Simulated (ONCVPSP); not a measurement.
Pseudopotential generation for Nb: ONCV, PBE, fully relativistic.

* Element: Nb (Z = 41)
* Generator: ONCVPSP 4.0.1
* Type: optimised norm-conserving Vanderbilt (ONCV)
* Functional: PBE
* Relativity: fully relativistic
* Frozen core: [Ar] 3d10
* Valence charge: 13
* Reference configuration: 4s2 4p6 4d4 5s1
* Partial waves: 4s+5s: rc 2.15 bohr, ncon 4, nbas 8, qcut 5.7 1/bohr, 2 projectors; 4p: rc 1.60 bohr, ncon 4, nbas 7, qcut 8.3 1/bohr, 2 projectors, debl 0.4 Ha; 4d: rc 2.85 bohr, ncon 4, nbas 8, qcut 5.3 1/bohr, 2 projectors, debl 3.4 Ha
* Local potential: polynomial inside 1.10 bohr (lpopt 3, dvloc0 1 Ha)
* Core correction: Teter function, fcfact 3.25, rcfact 1.4

Open shells are filled in proportion to 2j + 1.

In the p channel the program set the typed energies aside and used -1.244, 0.250 Ha (j = l + 1/2; the other j can differ).

All-electron outer shells of the reference configuration (PBE, scalar-relativistic, ld1.x):

```csv
shell,level (eV),outermost node (bohr),outermost maximum (bohr)
3d,-196.29,–,0.33
4s,-58.39,0.53,1.04
4p,-34.52,0.54,1.12
5s,-3.98,1.41,3.08
4d,-3.04,0.55,1.49
```

(1) Estimate the cutoffs (Ha) at which the residual kinetic energy of the hardest occupied pseudo-wave falls to 1 and 0.1 mHa per electron.

(2) Does the potential have ghost states?

(3) Which valence shell sets the plane-wave cutoff?

Answers

(1) 23 Ha and 28 Ha.

(2) No bound ghost flagged; no localised positive-energy state flagged.

(3) 4p: 23 Ha for 1 mHa per electron, against 10 Ha for 4d.

Its largest configuration-test error is -563 meV (4s1 4p6 4d4 5s1). 1 of 4 tests not solved or not reliable.
